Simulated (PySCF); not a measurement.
C₂H₅BF₂O, SMILES CCOB(F)F.

Geometry: TPSSh-D3(BJ)/def2-SVP. Other conformers were not sampled.

Two levels are set side by side: PBE/def2-TZVP (PySCF) and ωB97X/def2-TZVP (PySCF). Same geometry, gas phase. Differences are taken from unrounded values.

```tsv
quantity	PBE
orbital gap (eV)	7.72
highest occupied level (eV)	-7.73
lowest empty level (eV)	-0.02
dipole moment (D)	2.42
mean polarisability (bohr³)	43.7
```

Problem. These are the PBE values. What does ωB97X give? (The exact figures need the calculation; the answer reports its results.)

Solution. 
```
quantity                      ωB97X  PBE minus ωB97X
---------------------------  ------  ---------------
orbital gap (eV)              14.57            -6.85
highest occupied level (eV)  -11.79             4.06
lowest empty level (eV)        2.78            -2.80
dipole moment (D)              2.53            -0.10
mean polarisability (bohr³)    41.4              2.3
```

Without exact exchange PBE keeps part of each electron's self-repulsion, which lifts occupied levels and narrows the gap. Loosely held outer electrons make PBE densities more polarisable. Differences between two approximate levels are no errors against the true value.

Rough cost on one machine, each run with all the roots and properties that it gave: ωB97X against PBE within a factor of 2.
